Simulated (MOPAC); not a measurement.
MOPAC input (PM3):

```
PM3 PRECISE GNORM=0.05 LET XYZ CHARGE=-1 GEO-OK AUX(PRECISION=9) THREADS=1
C5H7Si

Si   -1.99103800 1    0.24646800 1    0.26234900 1
C    -0.20378300 1    0.03088100 1    0.03481600 1
C     0.78755900 1    0.55370300 1    0.81340300 1
C     2.09519500 1    0.16391400 1    0.32009000 1
C     2.03986400 1   -0.63149700 1   -0.80256400 1
C     0.53305200 1   -0.75959400 1   -1.04715000 1
H    -2.75646700 1   -1.02934900 1    0.45992500 1
H    -2.69863900 1    0.88324400 1   -0.89801600 1
H    -2.32582700 1    1.09727000 1    1.44640500 1
H     0.61014300 1    1.17977300 1    1.68763600 1
H     3.00907500 1    0.48872500 1    0.81648800 1
H     0.28397800 1   -0.39572300 1   -2.05368800 1
H     0.24094600 1   -1.81894100 1   -1.04320400 1
```

Output:

```
 *******************************************************************************
 **                                                                           **
 **                              MOPAC v23.2.5                                **
 **                                                                           **
 *******************************************************************************
 ** MOPAC's Digital Object Identifier: https://doi.org/10.5281/zenodo.6511958 **
 **                                                                           **
 ** Please cite the open-source release paper for use of this MOPAC version:  **
 ** J. E. Moussa and J. J. P. Stewart (2026)                                  **
 ** MOPAC: An open-source semiempirical molecular orbital program             **
 ** J. Open Source Softw., 11(119), 8025, https://doi.org/10.21105/joss.08025 **
 *******************************************************************************

                              PM3 CALCULATION RESULTS

 *******************************************************************************
 *  PM3        - The PM3 Hamiltonian to be used
 *  GEO-OK     - OVERRIDE INTERATOMIC DISTANCE AND OTHER SAFETY CHECKS
 *
 *
 *
 *                 CHARGE ON SYSTEM = -1
 *
 *
 *
 *  LET        - OVERRIDE SOME SAFETY CHECKS
 *  PRECISE    - TIGHTER CRITERIA TO BE USED
 *  XYZ        - CARTESIAN COORDINATE SYSTEM TO BE USED
 *  GNORM      - EXIT WHEN GRADIENT NORM DROPS BELOW 0.050
 *  AUX        - OUTPUT AUXILIARY INFORMATION
 *******************************************************************************
PM3 PRECISE GNORM=0.05 LET XYZ CHARGE=-1 GEO-OK AUX(PRECISION=9) THREADS=1
 C5H7Si

   ATOM   CHEMICAL          X               Y               Z
  NUMBER   SYMBOL      (ANGSTROMS)     (ANGSTROMS)     (ANGSTROMS)

     1      Si         -1.99103800  *   0.24646800  *   0.26234900  *
     2       C         -0.20378300  *   0.03088100  *   0.03481600  *
     3       C          0.78755900  *   0.55370300  *   0.81340300  *
     4       C          2.09519500  *   0.16391400  *   0.32009000  *
     5       C          2.03986400  *  -0.63149700  *  -0.80256400  *
     6       C          0.53305200  *  -0.75959400  *  -1.04715000  *
     7       H         -2.75646700  *  -1.02934900  *   0.45992500  *
     8       H         -2.69863900  *   0.88324400  *  -0.89801600  *
     9       H         -2.32582700  *   1.09727000  *   1.44640500  *
    10       H          0.61014300  *   1.17977300  *   1.68763600  *
    11       H          3.00907500  *   0.48872500  *   0.81648800  *
    12       H          0.28397800  *  -0.39572300  *  -2.05368800  *
    13       H          0.24094600  *  -1.81894100  *  -1.04320400  *

          CARTESIAN COORDINATES

    NO.       ATOM           X           Y           Z

     1        Si         -1.9910      0.2465      0.2623
     2         C         -0.2038      0.0309      0.0348
     3         C          0.7876      0.5537      0.8134
     4         C          2.0952      0.1639      0.3201
     5         C          2.0399     -0.6315     -0.8026
     6         C          0.5331     -0.7596     -1.0472
     7         H         -2.7565     -1.0293      0.4599
     8         H         -2.6986      0.8832     -0.8980
     9         H         -2.3258      1.0973      1.4464
    10         H          0.6101      1.1798      1.6876
    11         H          3.0091      0.4887      0.8165
    12         H          0.2840     -0.3957     -2.0537
    13         H          0.2409     -1.8189     -1.0432

  H: (PM3): J. J. P. STEWART, J. COMP. CHEM. 10, 209 (1989).
  C: (PM3): J. J. P. STEWART, J. COMP. CHEM. 10, 209 (1989).
 Si: (PM3): J. J. P. STEWART, J. COMP. CHEM. 10, 209 (1989).

           Empirical Formula: C5 H7 Si  =    13 atoms

      MOLECULAR POINT GROUP   :   Cs

      RHF CALCULATION, NO. OF DOUBLY OCCUPIED LEVELS = 16

          Geometry optimization using EF

          DIAGONAL MATRIX USED AS START HESSIAN

 CYCLE:     1  GRAD.:    47.956 HEAT:  67.77898
 CYCLE:     2  GRAD.:   239.106 HEAT:  78.89553
 CYCLE:     3  GRAD.:   254.371 HEAT:  85.60996
 CYCLE:     4  GRAD.:   212.414 HEAT:  76.07936
 CYCLE:     5  GRAD.:   224.756 HEAT:  78.62696
 CYCLE:     6  GRAD.:   259.895 HEAT:  82.31418
 CYCLE:     7  GRAD.:   248.505 HEAT:  80.05976
 CYCLE:     8  GRAD.:   191.356 HEAT:  76.45682
 CYCLE:     9  GRAD.:   253.246 HEAT:  80.74924
 CYCLE:    10  GRAD.:   261.709 HEAT:  79.93650
 CYCLE:    11  GRAD.:   212.802 HEAT:  77.31011
 CYCLE:    12  GRAD.:   137.705 HEAT:  71.89891
 CYCLE:    13  GRAD.:   315.470 HEAT:  80.67720
 CYCLE:    14  GRAD.:    73.157 HEAT:  67.26019
 CYCLE:    15  GRAD.:   184.692 HEAT:  77.00808
 CYCLE:    16  GRAD.:    55.757 HEAT:  66.55190
 CYCLE:    17  GRAD.:    93.890 HEAT:  70.80705
 CYCLE:    18  GRAD.:    23.163 HEAT:  65.44799
 CYCLE:    19  GRAD.:    55.598 HEAT:  66.87327
 CYCLE:    20  GRAD.:     5.689 HEAT:  65.14136
 CYCLE:    21  GRAD.:     5.934 HEAT:  65.13772
 CYCLE:    22  GRAD.:     1.797 HEAT:  65.11712
 CYCLE:    23  GRAD.:     4.640 HEAT:  65.11632
 CYCLE:    24  GRAD.:     6.416 HEAT:  65.11373
 CYCLE:    25  GRAD.:     2.655 HEAT:  65.09471
 CYCLE:    26  GRAD.:     1.800 HEAT:  65.08643
 CYCLE:    27  GRAD.:     2.223 HEAT:  65.07716
 CYCLE:    28  GRAD.:     1.013 HEAT:  65.07188
 CYCLE:    29  GRAD.:     0.684 HEAT:  65.06852
 CYCLE:    30  GRAD.:     0.429 HEAT:  65.06728
 CYCLE:    31  GRAD.:     0.248 HEAT:  65.06717
 CYCLE:    32  GRAD.:     0.156 HEAT:  65.06714
 CYCLE:    33  GRAD.:     0.069 HEAT:  65.06712
 CYCLE:    34  GRAD.:     0.029 HEAT:  65.06712

     GRADIENT =  0.02859 IS LESS THAN CUTOFF =  0.05000

 -------------------------------------------------------------------------------
 PM3 PRECISE GNORM=0.05 LET XYZ CHARGE=-1 GEO-OK AUX(PRECISION=9) THREADS=1
 C5H7Si

     GEOMETRY OPTIMISED USING EIGENVECTOR FOLLOWING (EF).
     SCF FIELD WAS ACHIEVED

                              PM3 CALCULATION
                                                       MOPAC v23.2.5 Linux

          FINAL HEAT OF FORMATION =         65.06712 KCAL/MOL =     272.24084 KJ/MOL

          COSMO AREA              =        144.35 SQUARE ANGSTROMS
          COSMO VOLUME            =        140.44 CUBIC ANGSTROMS

          GRADIENT NORM           =          0.02859          =       0.00793 PER ATOM
          IONIZATION POTENTIAL    =          2.338837 EV
          HOMO LUMO ENERGIES (EV) =         -2.339  4.135
          NO. OF FILLED LEVELS    =         16
          MOLECULAR WEIGHT        =         95.1958         POINT GROUP:  Cs

          MOLECULAR DIMENSIONS (Angstroms)

            Atom       Atom       Distance
            H    11    H     7     5.88369
            H     9    H    13     4.26954
            H     8    H    10     2.31519

          SCF CALCULATIONS        =         35

   ATOM   CHEMICAL          X               Y               Z
  NUMBER   SYMBOL      (ANGSTROMS)     (ANGSTROMS)     (ANGSTROMS)

     1      Si         -1.94141117  *   0.22619345  *   0.23591466  *
     2       C         -0.18932603  *   0.04498475  *   0.05530293  *
     3       C          0.79715605  *   0.56761057  *   0.83337794  *
     4       C          2.08867618  *   0.16794101  *   0.32550193  *
     5       C          1.95457441  *  -0.61972586  *  -0.78962193  *
     6       C          0.47255538  *  -0.75004528  *  -1.03628036  *
     7       H         -2.63392060  *  -1.09640114  *   0.41706564  *
     8       H         -2.57476578  *   0.85993445  *  -0.97194077  *
     9       H         -2.31088168  *   1.07660906  *   1.41794025  *
    10       H          0.64747981  *   1.19556762  *   1.71148031  *
    11       H          3.02679134  *   0.46540732  *   0.78439451  *
    12       H          0.21657285  *  -0.36125791  *  -2.03722826  *
    13       H          0.17269740  *  -1.81203259  *  -1.00718493  *

                             CARTESIAN COORDINATES

   1   Si       -1.941411168     0.226193450     0.235914660
   2    C       -0.189326026     0.044984748     0.055302929
   3    C        0.797156054     0.567610573     0.833377937
   4    C        2.088676181     0.167941015     0.325501929
   5    C        1.954574407    -0.619725862    -0.789621933
   6    C        0.472555377    -0.750045275    -1.036280361
   7    H       -2.633920604    -1.096401139     0.417065637
   8    H       -2.574765780     0.859934449    -0.971940769
   9    H       -2.310881680     1.076609062     1.417940251
  10    H        0.647479813     1.195567621     1.711480306
  11    H        3.026791341     0.465407318     0.784394514
  12    H        0.216572846    -0.361257905    -2.037228265
  13    H        0.172697404    -1.812032588    -1.007184926

           Empirical Formula: C5 H7 Si  =    13 atoms

      MOLECULAR POINT GROUP   :   Cs

                  EIGENVALUES
 -32.95491 -21.72460 -20.23256 -13.46630 -13.13778 -11.85483 -10.57493  -9.79595
  -8.49252  -8.07135  -7.70935  -6.92238  -6.67587  -5.41736  -2.98921  -2.33884
   4.13502   5.13798   5.39460   5.62206   6.24721   8.05857   8.54336   9.25713
   9.64989   9.92585   9.97224  10.34255  11.02219  11.70007  12.34372

              NET ATOMIC CHARGES AND DIPOLE CONTRIBUTIONS

  ATOM NO.   TYPE          CHARGE      No. of ELECS.   s-Pop       p-Pop
    1         Si           0.402458        3.5975     0.94822     2.64932
    2          C          -0.450159        4.4502     1.22900     3.22116
    3          C          -0.006299        4.0063     1.18822     2.81808
    4          C          -0.383950        4.3840     1.20661     3.17734
    5          C          -0.393108        4.3931     1.63414     2.75897
    6          C          -0.043436        4.0434     1.15716     2.88627
    7          H          -0.112432        1.1124     1.11243
    8          H          -0.112431        1.1124     1.11243
    9          H          -0.110945        1.1109     1.11095
   10          H           0.052402        0.9476     0.94760
   11          H           0.075997        0.9240     0.92400
   12          H           0.040952        0.9590     0.95905
   13          H           0.040952        0.9590     0.95905
 DIPOLE           X         Y         Z       TOTAL
 POINT-CHG.    -5.442     0.917     1.060     5.620
 HYBRID        -1.521     0.967     1.297     2.220
 SUM           -6.963     1.884     2.357     7.588

          ATOMIC ORBITAL ELECTRON POPULATIONS

     Atom    s        px        py        pz
    1 Si   0.94822   0.87246   0.89075   0.88612
    2  C   1.22900   0.98502   1.14874   1.08740
    3  C   1.18822   0.95898   0.92893   0.93017
    4  C   1.20661   0.92275   1.16528   1.08931
    5  C   1.63414   1.03318   0.79380   0.93198
    6  C   1.15716   1.01572   0.94104   0.92951
    7  H   1.11243
    8  H   1.11243
    9  H   1.11095
   10  H   0.94760
   11  H   0.92400
   12  H   0.95905
   13  H   0.95905

 **********************
 *                    *
 * JOB ENDED NORMALLY *
 *                    *
 **********************

 == MOPAC DONE ==
```

The dipole moment of an ion depends on the origin.

The geometry given is a B3LYP-D3(BJ)/def2-TZVP minimum.
